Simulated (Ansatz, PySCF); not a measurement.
Reaction (SMILES): [H][P@TB5]([H])([H])[H] (PH4) -> [H][P@TB5-]([H])([H])[H] (an electron is taken up)
Geometries: B3LYP-D3(BJ)/def2-TZVP minima from Ansatz (a program for electronic structure).

Wanted: adiabatic electron affinity (0 K, with B3LYP-D3(BJ) harmonic zero-point energies from PySCF), positive where the reaction releases energy, in eV. Correlated levels leave the core frozen unless marked. UHF or UKS for open shells. No spin-orbit coupling. No relativistic terms. Anions need diffuse functions: aug- sets have them; def2-D sets add few; the other sets have none. CBS(X,Y): correlation extrapolated as X^-3; Hartree-Fock from the larger set.

```json
[
 {"level": "HF/def2-SVPD", "program": "Ansatz", "adiabatic electron affinity (eV)": "-0.44"},
 {"level": "HF/def2-QZVPPD", "program": "Ansatz", "adiabatic electron affinity (eV)": "-0.33"},
 {"level": "M06-L-D4/def2-TZVPD", "program": "PySCF + dftd4", "adiabatic electron affinity (eV)": "0.63"},
 {"level": "r2SCAN/def2-TZVPD", "program": "Ansatz", "adiabatic electron affinity (eV)": "0.59"},
 {"level": "PBE0/6-31G*", "program": "Ansatz", "adiabatic electron affinity (eV)": "0.19"},
 {"level": "BHLYP-D3(BJ)/def2-TZVPD", "program": "Ansatz + dftd3", "adiabatic electron affinity (eV)": "0.49"},
 {"level": "HSE06-D3(BJ)/def2-TZVPD", "program": "Ansatz + dftd3", "adiabatic electron affinity (eV)": "0.61"},
 {"level": "HSE06-D4/def2-TZVPD", "program": "Ansatz + dftd4", "adiabatic electron affinity (eV)": "0.65"},
 {"level": "LC-wPBE-D4/def2-TZVPD", "program": "Ansatz + dftd4", "adiabatic electron affinity (eV)": "0.58"},
 {"level": "PBE-QIDH/def2-TZVPD", "program": "Ansatz", "adiabatic electron affinity (eV)": "0.55"},
 {"level": "MP2/aug-cc-pV(D+d)Z", "program": "Ansatz", "adiabatic electron affinity (eV)": "0.61"},
 {"level": "MP2/aug-cc-pV(T+d)Z", "program": "Ansatz", "adiabatic electron affinity (eV)": "0.69"},
 {"level": "MP2/def2-QZVPP", "program": "Ansatz", "adiabatic electron affinity (eV)": "0.58"},
 {"level": "SCS-MP2/6-31G", "program": "Ansatz", "adiabatic electron affinity (eV)": "-0.23"},
 {"level": "SCS-MP2/def2-SVP", "program": "Ansatz", "adiabatic electron affinity (eV)": "0.02"},
 {"level": "SCS-MP2/def2-TZVPP", "program": "Ansatz", "adiabatic electron affinity (eV)": "0.44"},
 {"level": "CCSD/cc-pV(D+d)Z", "program": "Ansatz", "adiabatic electron affinity (eV)": "0.06"},
 {"level": "CCSD/cc-pV(T+d)Z", "program": "Ansatz", "adiabatic electron affinity (eV)": "0.42"},
 {"level": "CCSD/cc-pV(Q+d)Z", "program": "Ansatz", "adiabatic electron affinity (eV)": "0.55"},
 {"level": "CCSD(T)/cc-pVTZ", "program": "Ansatz", "adiabatic electron affinity (eV)": "0.48"},
 {"level": "CCSD(T)/CBS(def2-TZVPPD,def2-QZVPPD)", "program": "Ansatz", "adiabatic electron affinity (eV)": "0.74"}
]
```
